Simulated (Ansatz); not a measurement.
Cost and result for the atomization energy of C2H6OSSi, SMILES `S[SiH]1CCO1` (11 atoms, 11 bonds).

```xyz
11

S     1.597    1.957   -0.765
Si    0.875    0.041   -0.185
C    -0.606    0.022    0.956
C    -1.282   -0.665   -0.250
O    -0.202   -0.696   -1.216
H     2.839    1.518   -1.019
H     2.073   -0.784    0.108
H    -1.032    0.988    1.223
H    -0.532   -0.598    1.848
H    -2.121   -0.098   -0.660
H    -1.610   -1.685   -0.039
```

Charge 0, multiplicity 1. Geometry: relaxed with PBE0-D4/def2-TZVP. It is one conformer, not always the lowest. Program: Ansatz. All runs use 4 threads of an Intel Xeon on a shared host. Times are those of one run each, without the atoms' runs, and a repeat can differ threefold. Electronic energies, without spin–orbit coupling; frozen cores. CCSD(T)/CBS adds CCSD(T) − MP2 in def2-TZVPP to the MP2 limit, and its time is that of the two runs behind it. T1 = 0.012. B3LYP takes the VWN-RPA correlation (the form of Gaussian; ORCA's B3LYP/G).

CCSD(T)/CBS is a level of theory with its own doubt, some kJ/mol a heavy atom from the limit and from the frozen cores, so smaller differences don't rank the functionals.

| level | functions | wall time | atomization (kcal/mol) | difference from CCSD(T)/CBS | per bond |
| --- | --- | --- | --- | --- | --- |
| PBE-D4/def2-TZVPP (with forces) | 261 | 2.2 s | 1007.6 | 17.4 | 1.6 |
| PBE0-D4/def2-TZVPP | 261 | 2.6 s | 991.7 | 1.5 | 0.1 |
| r2SCAN-D4/def2-TZVPP (with forces) | 261 | 3.8 s | 993.2 | 3.0 | 0.3 |
| B3LYP-D4/def2-TZVPP (with forces) | 261 | 3.9 s | 985.1 | -5.1 | -0.5 |
| B2PLYP/def2-TZVPP | 261 | 4.6 s | 975.7 | -14.5 | -1.3 |
| ωB97X-V/def2-TZVPP | 261 | 6.5 s | 995.1 | 4.9 | 0.4 |
| ωB97M-V/def2-TZVPP (with forces) | 261 | 8.5 s | 994.7 | 4.5 | 0.4 |
| MP2/def2-QZVPP | 491 | 17 s | 996.4 | 6.2 | 0.6 |
| CCSD(T)/def2-TZVPP | 261 | 79 s | 962.7 | -27.5 | -2.5 |
| CCSD(T)/CBS(def2) | – | 96 s | 990.2 | 0.0 | 0.0 |

The D4 term adds +9.9 kcal/mol with B3LYP and +5.2 kcal/mol with PBE0; it sums over pairs of atoms, weighted by their polarisabilities, and B3LYP, whose exchange is more repulsive, gets the larger term. From PBE to PBE0 (25 % exact exchange), in def2-TZVPP and without D4, the atomization energy moves by −14.9 kcal/mol: exact exchange takes away binding that semilocal exchange gives to molecules. In def2-TZVPP, CCSD(T) changes the Hartree–Fock value by +247.0 kcal/mol (the triples alone add +15.6 kcal/mol) and MP2 by +264.4 kcal/mol; breaking electron pairs costs correlation energy, which Hartree–Fock lacks.
